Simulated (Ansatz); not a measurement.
Relaxation of a periodic cell of 33 atoms, Al$_{32}$H (host Al, host structure fcc, interstitial H), to a largest force component of 0.08 eV/Å in at most 25 steps.

All numbers below come from DFT PBE, scalar-relativistic, plane waves, PAW (Ansatz). Settings: accuracy low, cutoff 420 eV, k mesh 2x2x2, fermi-dirac smearing 0.15 eV, no spin polarisation.

```xyz
33
Lattice="8.1000 0.0000 0.0000 0.0000 8.1000 0.0000 0.0000 0.0000 8.1000" Properties=species:S:1:pos:R:3:forces:R:3
Al 4.050 0.000 0.000 0.00 0.00 0.25
Al 6.075 2.025 0.000 -0.03 -0.03 -0.03
Al 6.075 0.000 2.025 -0.04 0.00 0.00
Al 0.000 0.000 0.000 0.00 0.00 -0.03
Al 2.025 2.025 0.000 0.03 -0.03 -0.03
Al 4.050 4.050 0.000 0.00 0.00 -0.03
Al 6.075 6.075 0.000 -0.03 0.03 -0.03
Al 2.025 0.000 2.025 0.04 0.00 0.00
Al 4.050 2.025 2.025 0.00 -0.04 0.00
Al 6.075 4.050 2.025 0.03 0.00 0.00
Al 4.050 0.000 4.050 0.00 -0.01 -0.45
Al 6.075 2.025 4.050 -0.02 -0.02 0.02
Al 6.075 0.000 6.075 0.31 0.00 0.02
Al 0.000 4.050 0.000 0.00 0.00 0.03
Al 2.025 6.075 0.000 0.03 0.03 -0.03
Al 0.000 2.025 2.025 0.00 0.03 0.00
Al 2.025 4.050 2.025 -0.03 0.00 0.00
Al 4.050 6.075 2.025 0.00 0.04 0.00
Al 0.000 0.000 4.050 0.00 0.00 0.05
Al 2.025 2.025 4.050 0.02 -0.02 0.02
Al 4.050 4.050 4.050 0.00 0.00 0.05
Al 6.075 6.075 4.050 -0.02 0.02 0.02
Al 2.025 0.000 6.075 -0.31 0.00 0.02
Al 4.050 2.025 6.075 0.00 0.34 0.02
Al 6.075 4.050 6.075 -0.04 0.00 0.00
Al 0.000 6.075 2.025 0.00 -0.03 0.00
Al 0.000 4.050 4.050 0.00 0.00 -0.03
Al 2.025 6.075 4.050 0.02 0.02 0.02
Al 0.000 2.025 6.075 0.00 -0.04 0.00
Al 2.025 4.050 6.075 0.04 0.00 0.00
Al 4.050 6.075 6.075 0.00 -0.29 0.01
Al 0.000 6.075 6.075 0.00 0.04 0.00
H 4.052 0.034 5.958 0.00 -0.03 0.12
```

Q: Where does it end, and by what steps?

A: The run converged. The threshold is loose, so the end isn't yet a minimum. The force dipped under the threshold on the way, but the program's further checks kept it going. Limits of this set-up: coarse k mesh, odd electron count without spin, low accuracy level. After 2 steps the energy has fallen by 0.040 eV; Al11 moved furthest, 0.05 Å.

| step | energy less start (eV) | largest force component (eV/Å) | accepted |
| --- | --- | --- | --- |
| 0 | 0.0000 | 0.453 | yes |
| 1 | -0.0402 | 0.062 | yes |
| 2 | -0.0402 | 0.062 | yes |

```xyz
33
Lattice="8.1000 0.0000 0.0000 0.0000 8.1000 0.0000 0.0000 0.0000 8.1000" Properties=species:S:1:pos:R:3
Al 4.050 0.000 0.036
Al 6.070 2.020 -0.005
Al 6.075 0.000 2.023
Al 0.000 0.000 0.001
Al 2.030 2.020 -0.005
Al 4.050 4.051 0.002
Al 6.070 6.080 -0.005
Al 2.025 0.000 2.023
Al 4.050 2.024 2.023
Al 6.079 4.050 2.025
Al 4.050 -0.001 3.999
Al 6.071 2.021 4.054
Al 6.116 0.000 6.077
Al 0.000 4.050 0.006
Al 2.030 6.080 -0.005
Al 0.000 2.029 2.025
Al 2.021 4.050 2.025
Al 4.050 6.075 2.023
Al 0.000 0.000 4.053
Al 2.029 2.020 4.054
Al 4.050 4.050 4.053
Al 6.070 6.080 4.055
Al 1.984 0.000 6.077
Al 4.050 2.068 6.077
Al 6.074 4.051 6.076
Al 0.000 6.071 2.026
Al 0.000 4.050 4.046
Al 2.030 6.080 4.055
Al 0.000 2.023 6.076
Al 2.026 4.051 6.076
Al 4.050 6.036 6.077
Al 0.000 6.075 6.076
H 4.052 0.034 5.958
```

The run took 16 s on 2 threads of Intel(R) Xeon(R) Platinum 8488C (Sapphire Rapids), on a shared host, peak memory 1.1 GiB.
